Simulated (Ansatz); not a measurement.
Input file for Ansatz (a first-principles code): U-CCSD(T)/cc-pVDZ on GaH3Se (SMILES [GaH2][SeH]), a point of a bond scan (R = 2.342 Å). The run froze 28 orbitals, filled d shells among them.

Ansatz 0.2 input:
```yaml
crystal:
  periodic: [false, false, false]
  atoms:
    - {symbol: Ga, position_ang: [0.27485932, 0.01121965, -1.15295017]}
    - {symbol: H, position_ang: [-1.34306396, -0.86963681, -2.59890090]}
    - {symbol: H, position_ang: [1.66169621, 0.60371444, -1.55587958]}
    - {symbol: Se, position_ang: [-0.30399105, -0.02839877, 1.11359069]}
    - {symbol: H, position_ang: [0.95711690, 0.59005271, 1.55216865]}
basis:
  gaussian:
    orbitals: cc-pVDZ
correlation: {method: ccsd_t, electrons: outside_noble_gas}
scf: {omitted_lower_state_checks: [cluster_reference]}
magnetization: {spin_polarized: true, initial_magnetization: 0}
```

It printed:

```
WARN ansatz: RAYON_NUM_THREADS=1 ignored (pool sized by the plan → 1); use --threads N
Functional definition: HF
these checks for a lower state are left out or cut short: cluster_reference
integrals: 0.08 GiB planned
776 factors; integrals over basis functions are off by at most 1.3e-3 eV
mean field: 0.33 GiB planned
mean field evaluation 1: about -117680.8768 eV, gradient 9.4e0 eV
mean field evaluation 2: about -117680.8786 eV, gradient 9.4e0 eV
mean field evaluation 4: about -117681.8305 eV, gradient 1.0e0 eV
mean field evaluation 8: about -117681.8452 eV, gradient 2.5e-5 eV
mean field evaluation 16: about -117681.8990 eV, gradient 4.2e-3 eV
mean field -117681.89898721 eV, -4324.7300201240 hartree, gradient 9.7e-7 eV, S^2 0.260149; 3 other end points of the search recorded, 0 dependent functions left out
28 core orbitals not correlated
reference -117681.89898721 eV, -4324.7300201240 hartree; 6, 6 occupied and 35, 35 virtual orbitals, 776 factors
second order -4.90947774 eV of doubles, -0.00000000 eV of singles
coupled cluster: 0.13 GiB planned
cycle   1  -5.55623215 eV  change   -6.5e-1 eV  update   8.4e-2
cycle   2  -5.87292996 eV  change   -3.2e-1 eV  update   5.1e-2
cycle   3  -6.00058716 eV  change   -1.3e-1 eV  update   3.6e-2
cycle   4  -6.08691072 eV  change   -8.6e-2 eV  update   2.5e-2
cycle   5  -6.11193581 eV  change   -2.5e-2 eV  update   1.0e-2
cycle   6  -6.12045026 eV  change   -8.5e-3 eV  update   3.0e-3
cycle   7  -6.12138171 eV  change   -9.3e-4 eV  update   1.0e-3
cycle   8  -6.12152292 eV  change   -1.4e-4 eV  update   4.0e-4
cycle   9  -6.12152181 eV  change    1.1e-6 eV  update   1.3e-4
cycle  10  -6.12156671 eV  change   -4.5e-5 eV  update   4.1e-5
cycle  11  -6.12158091 eV  change   -1.4e-5 eV  update   1.6e-5
cycle  12  -6.12157837 eV  change    2.5e-6 eV  update   5.8e-6
coupled cluster: 0.13 GiB planned
perturbative correction -0.17842288 eV, -0.0065569199 hartree
Total energy: -117688.19898847 eV, -4324.9615408997 hartree
Checks for a lower state left out: cluster_reference
```

The calculation finished and met its thresholds. Its determinant has ⟨S²⟩ = 0.26, a mixture of spin states.

Cost: about 4 core-seconds (a rough figure).
